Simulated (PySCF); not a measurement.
F4Si (SMILES F[Si](F)(F)F), singlet, geometry from GFN2-xTB; PySCF with DF-HF/aug-cc-pVDZ.

Here is a job for PySCF.
```python
from pyscf import gto, scf
import numpy

mol = gto.M(
    atom='''
Si    0.00000000   -0.00000000    0.00000000
F     0.88552320    0.90402113    0.92229500
F    -0.91389002   -0.91243756    0.88560507
F    -0.89400971    0.90408216   -0.91401078
F     0.92237653   -0.89566573   -0.89388928
''',
    basis='aug-cc-pvdz',
    verbose=4,
)
print('smallest overlap eigenvalue', numpy.linalg.eigvalsh(mol.intor('int1e_ovlp'))[0])

mf = scf.RHF(mol)
mf = mf.density_fit(auxbasis='def2-universal-jkfit')
mf = scf.addons.remove_linear_dep_(mf, threshold=1e-3, lindep=1e-3)
mf.kernel()
```

Task: What does PySCF print? Leave out banner, timings and long lists.

Result: 
```
PySCF version 2.14.0

[INPUT] verbose = 4
[INPUT] num. atoms = 5
[INPUT] num. electrons = 50
[INPUT] charge = 0
[INPUT] spin (= nelec alpha-beta = 2S) = 0
[INPUT] symmetry False subgroup None
[INPUT] Mole.unit = angstrom
[INPUT] Symbol           X                Y                Z      unit          X                Y                Z       unit  Magmom
[INPUT]  1 Si     0.000000000000   0.000000000000   0.000000000000 AA    0.000000000000   0.000000000000   0.000000000000 Bohr   0.0
[INPUT]  2 F      0.885523200000   0.904021130000   0.922295000000 AA    1.673396324948   1.708352346520   1.742884956056 Bohr   0.0
[INPUT]  3 F     -0.913890020000  -0.912437560000   0.885605070000 AA   -1.727001845773  -1.724257094166   1.673551036826 Bohr   0.0
[INPUT]  4 F     -0.894009710000   0.904082160000  -0.914010780000 AA   -1.689433504602   1.708467676505  -1.727230049100 Bohr   0.0
[INPUT]  5 F      0.922376530000  -0.895665730000  -0.893889280000 AA    1.743039025427  -1.692562928859  -1.689205924885 Bohr   0.0

nuclear repulsion = 270.896052898589
number of shells = 40
number of NR pGTOs = 190
number of NR cGTOs = 119
basis = aug-cc-pvdz
ecp = {}
input.py:19: DeprecationWarning: remove_linear_dep_ is deprecated and will be removed in a future release. Linear dependency handling is now built into the SCF procedure by default. Linear dependency removal can be controlled using the following settings:
  pyscf.scf.hf.remove_overlap_zero_eigenvalue = True
  pyscf.scf.hf.overlap_zero_eigenvalue_threshold = 1e-6

  mf = scf.addons.remove_linear_dep_(mf, threshold=1e-3, lindep=1e-3)
smallest overlap eigenvalue 0.0009554431650154122
Applying remove_linear_dep_ on SCF object.
Using canonical orthogonalization with threshold 0.001

******** <class 'pyscf.df.df_jk.DFRHF'> ********
method = DFRHF
initial guess = minao
damping factor = 0
level_shift factor = 0
DIIS = <class 'pyscf.scf.diis.CDIIS'>
diis_start_cycle = 1
diis_space = 8
diis_damp = 0
SCF conv_tol = 1e-09
SCF conv_tol_grad = None
SCF max_cycles = 50
direct_scf = False
Set gradient conv threshold to 3.16228e-05
Initial guess from minao.
******** <class 'pyscf.df.df.DF'> ********
auxbasis = def2-universal-jkfit
init E= -687.336292013909
  HOMO = -0.665671371189223  LUMO = 0.00394488040163132  gap/eV = 18.22119
cycle= 1 E= -686.892763695176  delta_E= 0.444  |g|= 0.758  |ddm|= 2.29
  HOMO = -0.651214140568132  LUMO = 0.0479839248947531  gap/eV = 19.02615
cycle= 2 E= -686.971196832535  delta_E= -0.0784  |g|= 0.39  |ddm|= 0.822
  HOMO = -0.693826273685477  LUMO = 0.0517011581739251  gap/eV = 20.28683
cycle= 3 E= -686.994596083958  delta_E= -0.0234  |g|= 0.048  |ddm|= 0.219
  HOMO = -0.680833451732603  LUMO = 0.053797645984746  gap/eV = 19.99033
cycle= 4 E= -686.994996294593  delta_E= -0.0004  |g|= 0.00687  |ddm|= 0.0436
  HOMO = -0.681793307891096  LUMO = 0.0536729392340298  gap/eV = 20.01306
cycle= 5 E= -686.995010812199  delta_E= -1.45e-05  |g|= 0.00137  |ddm|= 0.018
  HOMO = -0.681868053003607  LUMO = 0.0536461120817515  gap/eV = 20.01436
cycle= 6 E= -686.995010993611  delta_E= -1.81e-07  |g|= 0.000915  |ddm|= 0.00209
  HOMO = -0.681854286730512  LUMO = 0.0536463402183065  gap/eV = 20.01399
cycle= 7 E= -686.995010961898  delta_E= 3.17e-08  |g|= 0.001  |ddm|= 0.000436
  HOMO = -0.681860128028178  LUMO = 0.0536533958703345  gap/eV = 20.01434
cycle= 8 E= -686.995010884575  delta_E= 7.73e-08  |g|= 0.00105  |ddm|= 0.000706
  HOMO = -0.681862315280325  LUMO = 0.0536557987699  gap/eV = 20.01447
cycle= 9 E= -686.995010832274  delta_E= 5.23e-08  |g|= 0.00109  |ddm|= 0.000227
  HOMO = -0.681874354718432  LUMO = 0.0536532077564278  gap/eV = 20.01472
cycle= 10 E= -686.995010801961  delta_E= 3.03e-08  |g|= 0.0011  |ddm|= 0.000285
  HOMO = -0.681907031355917  LUMO = 0.0536538244754565  gap/eV = 20.01563
cycle= 11 E= -686.995010663993  delta_E= 1.38e-07  |g|= 0.00134  |ddm|= 0.00137
  HOMO = -0.681872046475825  LUMO = 0.053649015770203  gap/eV = 20.01455
cycle= 12 E= -686.995010676264  delta_E= -1.23e-08  |g|= 0.00115  |ddm|= 0.000604
  HOMO = -0.681922295933098  LUMO = 0.0536445563654517  gap/eV = 20.01579
cycle= 13 E= -686.995010549449  delta_E= 1.27e-07  |g|= 0.00135  |ddm|= 0.000279
  HOMO = -0.681936443400197  LUMO = 0.0536474598412484  gap/eV = 20.01626
cycle= 14 E= -686.995010476499  delta_E= 7.29e-08  |g|= 0.00153  |ddm|= 0.000836
  HOMO = -0.68189084195693  LUMO = 0.0536548531435361  gap/eV = 20.01522
cycle= 15 E= -686.995010514616  delta_E= -3.81e-08  |g|= 0.00139  |ddm|= 0.000821
  HOMO = -0.681902204296617  LUMO = 0.0536439333390186  gap/eV = 20.01523
cycle= 16 E= -686.995010676472  delta_E= -1.62e-07  |g|= 0.00114  |ddm|= 0.000971
  HOMO = -0.681896196724742  LUMO = 0.0536397441910204  gap/eV = 20.01495
cycle= 17 E= -686.995010604465  delta_E= 7.2e-08  |g|= 0.00137  |ddm|= 0.000842
  HOMO = -0.681853137945434  LUMO = 0.0536607525993995  gap/eV = 20.01435
cycle= 18 E= -686.995010532594  delta_E= 7.19e-08  |g|= 0.00145  |ddm|= 0.000594
  HOMO = -0.681880839239234  LUMO = 0.0536468839667608  gap/eV = 20.01473
cycle= 19 E= -686.995010676063  delta_E= -1.43e-07  |g|= 0.00127  |ddm|= 0.000392
  HOMO = -0.681888191289928  LUMO = 0.0536457428337584  gap/eV = 20.01490
cycle= 20 E= -686.99501077855  delta_E= -1.02e-07  |g|= 0.0011  |ddm|= 0.00122
  HOMO = -0.681778701614646  LUMO = 0.0536511758800442  gap/eV = 20.01207
cycle= 21 E= -686.995010851716  delta_E= -7.32e-08  |g|= 0.00086  |ddm|= 0.000912
  HOMO = -0.681806215104076  LUMO = 0.0536510065087592  gap/eV = 20.01281
cycle= 22 E= -686.995010849346  delta_E= 2.37e-09  |g|= 0.000893  |ddm|= 0.000571
  HOMO = -0.681859030390335  LUMO = 0.0536397849295422  gap/eV = 20.01394
cycle= 23 E= -686.995010892792  delta_E= -4.34e-08  |g|= 0.000983  |ddm|= 0.000562
  HOMO = -0.681825917790115  LUMO = 0.0536603477031239  gap/eV = 20.01360
cycle= 24 E= -686.995010659222  delta_E= 2.34e-07  |g|= 0.00113  |ddm|= 0.00126
  HOMO = -0.681828135379665  LUMO = 0.0536527597264627  gap/eV = 20.01345
cycle= 25 E= -686.995010697579  delta_E= -3.84e-08  |g|= 0.00104  |ddm|= 0.000649
  HOMO = -0.68179431332715  LUMO = 0.0536522667761226  gap/eV = 20.01252
cycle= 26 E= -686.995010689443  delta_E= 8.14e-09  |g|= 0.00116  |ddm|= 0.000381
  HOMO = -0.6817905000089  LUMO = 0.0536669105261263  gap/eV = 20.01282
cycle= 27 E= -686.995010670388  delta_E= 1.91e-08  |g|= 0.00114  |ddm|= 0.000592
  HOMO = -0.681790893008284  LUMO = 0.0536639021676963  gap/eV = 20.01274
cycle= 28 E= -686.995010639919  delta_E= 3.05e-08  |g|= 0.00118  |ddm|= 0.000178
  HOMO = -0.681802681312304  LUMO = 0.0536644600500678  gap/eV = 20.01308
cycle= 29 E= -686.995010630159  delta_E= 9.76e-09  |g|= 0.00117  |ddm|= 0.000156
  HOMO = -0.681738597558588  LUMO = 0.05366660820272  gap/eV = 20.01139
cycle= 30 E= -686.995010624234  delta_E= 5.93e-09  |g|= 0.00105  |ddm|= 0.00101
  HOMO = -0.681774601546486  LUMO = 0.0536629709607386  gap/eV = 20.01228
cycle= 31 E= -686.995010455978  delta_E= 1.68e-07  |g|= 0.00119  |ddm|= 0.000998
  HOMO = -0.681824729250147  LUMO = 0.0536445899402374  gap/eV = 20.01314
cycle= 32 E= -686.995010837864  delta_E= -3.82e-07  |g|= 0.00101  |ddm|= 0.00183
  HOMO = -0.681830926805933  LUMO = 0.0536630123483421  gap/eV = 20.01381
cycle= 33 E= -686.995010524714  delta_E= 3.13e-07  |g|= 0.00127  |ddm|= 0.00117
  HOMO = -0.681878523509597  LUMO = 0.0536464186835275  gap/eV = 20.01465
cycle= 34 E= -686.995010579561  delta_E= -5.48e-08  |g|= 0.00133  |ddm|= 0.00105
  HOMO = -0.681861504321507  LUMO = 0.0536445829224075  gap/eV = 20.01414
cycle= 35 E= -686.995010531527  delta_E= 4.8e-08  |g|= 0.00156  |ddm|= 0.000469
  HOMO = -0.681908650466939  LUMO = 0.0536532438173589  gap/eV = 20.01566
cycle= 36 E= -686.99501044655  delta_E= 8.5e-08  |g|= 0.00156  |ddm|= 0.000597
  HOMO = -0.681870846205932  LUMO = 0.0536564967378643  gap/eV = 20.01472
cycle= 37 E= -686.995010423864  delta_E= 2.27e-08  |g|= 0.0015  |ddm|= 0.000437
  HOMO = -0.681837622338338  LUMO = 0.0536588886909071  gap/eV = 20.01388
cycle= 38 E= -686.995010393576  delta_E= 3.03e-08  |g|= 0.0015  |ddm|= 0.00018
  HOMO = -0.681770392697394  LUMO = 0.0536682315991293  gap/eV = 20.01230
cycle= 39 E= -686.995010273944  delta_E= 1.2e-07  |g|= 0.00138  |ddm|= 0.00119
  HOMO = -0.681757147051206  LUMO = 0.0536685171549562  gap/eV = 20.01195
cycle= 40 E= -686.995010606042  delta_E= -3.32e-07  |g|= 0.00113  |ddm|= 0.00156
  HOMO = -0.681788398967814  LUMO = 0.053663674168221  gap/eV = 20.01267
cycle= 41 E= -686.995010623522  delta_E= -1.75e-08  |g|= 0.00116  |ddm|= 0.000657
  HOMO = -0.68175212272909  LUMO = 0.0536555827769769  gap/eV = 20.01146
cycle= 42 E= -686.995010810167  delta_E= -1.87e-07  |g|= 0.000914  |ddm|= 0.00208
  HOMO = -0.681815118553212  LUMO = 0.053658715471772  gap/eV = 20.01326
cycle= 43 E= -686.995010502109  delta_E= 3.08e-07  |g|= 0.00121  |ddm|= 0.00207
  HOMO = -0.681792495606504  LUMO = 0.0536593677700985  gap/eV = 20.01266
cycle= 44 E= -686.995010546978  delta_E= -4.49e-08  |g|= 0.00123  |ddm|= 0.000378
  HOMO = -0.681746976272275  LUMO = 0.0536680722514635  gap/eV = 20.01166
cycle= 45 E= -686.995010677098  delta_E= -1.3e-07  |g|= 0.0011  |ddm|= 0.00122
  HOMO = -0.681728381366767  LUMO = 0.0536651148709817  gap/eV = 20.01108
cycle= 46 E= -686.995010606375  delta_E= 7.07e-08  |g|= 0.00125  |ddm|= 0.000635
  HOMO = -0.681674076164424  LUMO = 0.0536670339060104  gap/eV = 20.00965
cycle= 47 E= -686.995010734949  delta_E= -1.29e-07  |g|= 0.00106  |ddm|= 0.000795
  HOMO = -0.681758659773313  LUMO = 0.0536602621967699  gap/eV = 20.01177
cycle= 48 E= -686.995010563082  delta_E= 1.72e-07  |g|= 0.00118  |ddm|= 0.00117
  HOMO = -0.681749129753262  LUMO = 0.053652027793766  gap/eV = 20.01128
cycle= 49 E= -686.99501061543  delta_E= -5.23e-08  |g|= 0.00127  |ddm|= 0.00123
  HOMO = -0.68181927303775  LUMO = 0.0536530461457589  gap/eV = 20.01322
cycle= 50 E= -686.99501065983  delta_E= -4.44e-08  |g|= 0.0013  |ddm|= 0.000635
SCF not converged.
SCF energy = -686.99501065983
```

Convergence was not reached.
